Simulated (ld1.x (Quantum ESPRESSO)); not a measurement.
## Al (Z = 13): excitation energies, all-electron against ultrasoft

ld1.x (Quantum ESPRESSO) 7.5 input, shortened:

```
&input
   title='Al', zed=13., rel=1, dft='PZ', iswitch=3,
   config='[Ne] 3s2 3p0'
 /
 &inputp
   pseudotype=3, tm=.true., lloc=-1, rcloc=1.85,
   nlcc=.false.
 /
4
3S  1  0   2.00   0.00  1.45  2.00  0.0
3S  1  0   0.00   2.40  1.45  2.00  0.0
3P  2  1   0.00   0.00  1.60  2.05  0.0
3P  2  1   0.00   2.65  1.60  2.05  0.0
 &test
   configts(1)='3s2 3p0'
 /
```

Energies are relative to the spin-unpolarised reference configuration 3s2 3p0; without spin polarisation the order of configurations can differ from experiment. Spin-polarised rows fill each open shell by Hund’s rule, majority spin first. The frozen-core shift is the all-electron ΔE with the core orbitals held at their reference shape minus the fully relaxed ΔE.

**Question.** Give the all-electron excitation energy and the error of the potential for: 3s2 3p1; 3s1 3p0; 3s2 3p0.5; 3s1 3p1; 3s0 3p3; 3s2 3p1.3; 3s1 3p2; 3s2 3p1 (spin-polarised); 3s1 3p0 (spin-polarised).

**Answer.**

```tsv
valence configuration	charge	ΔE all-electron (eV)	error AE − PS (meV)	frozen-core shift (meV)
3s2 3p1	0	-5.847	+3.3	+1.0
3s1 3p0	+2	19.377	+57	+17
3s2 3p0.5	+0.5	-3.722	+1.4	+0.4
3s1 3p1	+1	5.819	+11	+1.6
3s0 3p3	0	4.659	+31	+2.0
3s2 3p1.3	-0.3	-6.444	+3.9	+1.2
3s1 3p2	0	-0.691	+6.1	+0.1
3s2 3p1 (spin-polarised)	0	-5.982	+9.8	+1.2
3s1 3p0 (spin-polarised)	+2	18.950	+191	+21
```
